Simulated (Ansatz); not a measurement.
CH$_{3}$O, charge +1, singlet, at a GFN2-xTB geometry. Base run: MP2/6-31G* in Ansatz (a program for electronic structure).

Here is a job for Ansatz.
Ansatz 0.2 input:
```yaml
crystal:
  periodic: [false, false, false]
  atoms:
    - {symbol: O, position_ang: [-0.10364914, -0.12932954, 0.58989088]}
    - {symbol: C, position_ang: [0.11172867, 0.04016533, -0.60083038]}
    - {symbol: H, position_ang: [0.14193939, 1.01608503, -1.10404748]}
    - {symbol: H, position_ang: [0.28838394, -0.85776849, -1.21133073]}
    - {symbol: H, position_ang: [-0.27150229, 0.63532785, 1.20123344]}
basis:
  gaussian:
    orbitals: 6-31G*
total_charge: 1
magnetization: {spin_polarized: false}
correlation: {method: mp2}
```

Variants of this job, named by their change:

| change | basis functions | E (Eh) | MP2 correlation (Eh) |
|---|---|---|---|
| base | 36 | -114.44159 | -0.28765 |
| basis = 6-31G | 24 | -114.29622 | -0.20304 |
| basis = def2-SV(P) | 34 | -114.34263 | -0.28850 |
| basis = cc-pVDZ | 43 | -114.47560 | -0.30461 |
| basis = 6-31G** | 45 | -114.46660 | -0.30205 |
| basis = 6-311G** | 54 | -114.51716 | -0.32474 |
| basis = def2-SVPD | 67 | -114.39316 | -0.31426 |
| basis = aug-pcseg-1 | 73 | -114.44982 | -0.31278 |
| basis = pc-2 | 102 | -114.57974 | -0.37181 |
| basis = def2-TZVPD | 104 | -114.58224 | -0.37230 |
| basis = def2-TZVPP | 104 | -114.58928 | -0.37776 |
| basis = cc-pVQZ | 200 | -114.62254 | -0.40722 |
| basis = def2-QZVPP | 204 | -114.62289 | -0.40597 |

Totals compare only among sets that treat the same electrons; sets with core potentials leave the core out.
